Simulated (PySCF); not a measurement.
Species: C₈H₉FO.
Atom-mapped SMILES: `[CH:1]#[C:2][C@@H:3]([CH3:4])[C@@:5]1([F:6])[CH:7]=[CH:8][O:9][CH2:10]1`

Probes without a nucleus sit at each ring's centroid and 1 Å off its mean plane on both sides; NICS is minus the shielding there, NICSzz its component along the normal. Level: GIAO PBE0/pcSseg-1 (PySCF, non-relativistic, gas phase) on the PBE0-D3(BJ)/def2-SVP geometry, one conformer.

Ring bond lengths (Å), with Mayer bond orders in brackets: C5–C7 1.494 (1.00), C7–C8 1.339 (1.74), C8–O9 1.343 (1.07), O9–C10 1.425 (0.88), C10–C5 1.536 (0.99).

Question: What do the NICS probes read (ppm)?

Answer: 
```csv
ring,type,NICS(0),"NICS(1), two faces","NICS(1)zz, two faces",rms pucker (Å),"centre to ring atoms, mean (Å)"
C5–C7–C8–O9–C10,"5-membered ring with O; formal bonds 1 double, 4 single",-4.7,-4.2 / -2.5,-6.8 / -3.9,0.04,1.21
```

Question: What do they say, and how far can they be read as aromaticity?

Answer: 
- C5–C7–C8–O9–C10: mean NICS(1)zz -5.3 ppm, shielded. C5, C10 have four or more neighbours, so the value isn't read as a sign of a π ring current.

Question: What are the shieldings of the ring atoms and their hydrogens in the same run (means over atoms taken as equivalent)?

Answer: 
| atoms | environment | σ isotropic (ppm) | principal values of the symmetric part, first atom (ppm) |
| --- | --- | --- | --- |
| C5 | sp3 C–F carbon | 77.9 | 57.1, 65.5, 111.2 |
| C7 | alkene CH carbon | 82.8 | -14.6, 116.2, 146.8 |
| C8 | vinylic carbon bearing oxygen | 22.3 | -77.2, 51.5, 92.5 |
| O9 | cyclic ether oxygen | 190.0 | 99.2, 201.0, 269.8 |
| C10 | sp3 carbon bound to oxygen | 103.9 | 73.5, 95.5, 142.6 |
| H on C7 | vinylic hydrogen | 26.00 | 23.9, 26.0, 28.1 |
| H on C8 | vinylic hydrogen | 24.65 | 22.5, 24.0, 27.5 |
| H on C10 | methylene hydrogen | 26.70 | 22.9, 27.7, 29.5 |
| H on C10 | methylene hydrogen | 26.89 | 23.1, 27.2, 30.3 |

Question: How do the values depend on the level or the medium?

Answer: 
```json
{"level": "PBE0/pcSseg-1, gas", "NICS(0), C5–C7–C8–O9–C10": "-4.7", "mean NICS(1)zz, C5–C7–C8–O9–C10": "-5.3"}
{"level": "mPW1PW91/pcSseg-1, gas", "NICS(0), C5–C7–C8–O9–C10": "-4.7", "mean NICS(1)zz, C5–C7–C8–O9–C10": "-5.3"}
```

The geometry is the same throughout.

Shape of the structure used: `[CH:1]#[C:2][C@@H:3]([CH3:4])[C@@:5]1([F:6])[CH:7]=[CH:8][O:9][CH2:10]1`: C2–C3–C5–F6 176°.
